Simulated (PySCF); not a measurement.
From results back to the method.

Compound: C₂H₄OSSi.
Structure used (PBE0-D3(BJ)/def2-SVP), in Å, numbered top down from 1:
```xyz
9
C2H4OSSi angstrom
C      2.2127   -0.2106   -0.4062
C      1.0620   -0.2763   -0.0147
Si    -0.6788   -0.3607    0.5554
O     -1.6332   -1.0269   -0.6231
S     -1.2297    1.6261    1.1425
H      3.2305   -0.1530   -0.7511
H     -0.8464   -1.2353    1.7354
H     -1.6458   -0.5946   -1.4821
H     -0.4157    2.2200    0.2424
```

The closed-shell ground state was solved 5 times with PySCF (density fitting, gas phase), always with PBE0, in these basis sets: IGLO-III, STO-3G, cc-pVDZ, pcSseg-0 and pcSseg-2.

```
row  total energy (Eh)  HOMO (eV)  LUMO (eV)  dipole (D)
  P          -841.2069      -7.69      -0.72        2.52
  Q          -841.1911      -7.55      -0.66        2.27
  R          -841.1019      -7.48      -0.32        2.54
  S          -839.9215      -7.82      -0.54        3.63
  T          -831.3089      -3.82       4.36        1.55
```

Which basis belongs to which row?

P = pcSseg-2, Q = IGLO-III, R = cc-pVDZ, S = pcSseg-0, T = STO-3G. From the lowest total energy up: pcSseg-2 (250 functions) 0 eV; IGLO-III (233 functions) +0.43 eV; cc-pVDZ (98 functions) +2.86 eV; pcSseg-0 (61 functions) +34.98 eV; STO-3G (37 functions) +269.34 eV.

One conformer stands for the species.
